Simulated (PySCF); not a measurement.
TiO2, SMILES [O]=[Ti]=[O], multiplicity 1.

Coordinates come from a TPSSh-D3(BJ)/def2-TZVP optimisation. The multiplicity is an assumed one; other spin states were not compared. The isomer is the one that the SMILES or the coordinates give; other isomers of the formula were not compared.

Computed with TDA-PBE/def2-TZVPD (PySCF 2.14.0).

Vertical excitations. Gas-phase values at a fixed geometry. State labels are in the subgroup C2v.

| state | symmetry | energy (eV) | λ (nm) | f | main pairs |
|---|---|---|---|---|---|
| S1 | B2 | 2.31 | 536 | 0.007 | HOMO→LUMO 99 % |
| S2 | A2 | 2.89 | 430 | 0.000 | HOMO→LUMO+1 100 % |
| S3 | B2 | 3.08 | 402 | 0.005 | HOMO→LUMO+2 99 % |
| S4 | A1 | 3.31 | 374 | 0.003 | HOMO−1→LUMO 98 % |
| S5 | B1 | 3.63 | 342 | 0.014 | HOMO−2→LUMO 99 % |
| S6 | B1 | 3.92 | 316 | 0.000 | HOMO−1→LUMO+1 99 % |
| S7 | A2 | 3.96 | 313 | 0.000 | HOMO−3→LUMO 100 % |
| S8 | A1 | 4.13 | 300 | 0.003 | HOMO−1→LUMO+2 55 %, HOMO−2→LUMO+1 44 % |
| S9 | B2 | 4.17 | 297 | 0.008 | HOMO−4→LUMO 99 % |
| S10 | B1 | 4.40 | 282 | 0.006 | HOMO−2→LUMO+2 95 % |
| T1 | B2 | 2.19 | 565 | 0 | HOMO→LUMO 100 % |
| T2 | A2 | 2.78 | 447 | 0 | HOMO→LUMO+1 100 % |
| T3 | B2 | 2.90 | 428 | 0 | HOMO→LUMO+2 100 % |
| T4 | A1 | 3.10 | 400 | 0 | HOMO−1→LUMO 98 % |
Triplets are in the Tamm–Dancoff approximation.
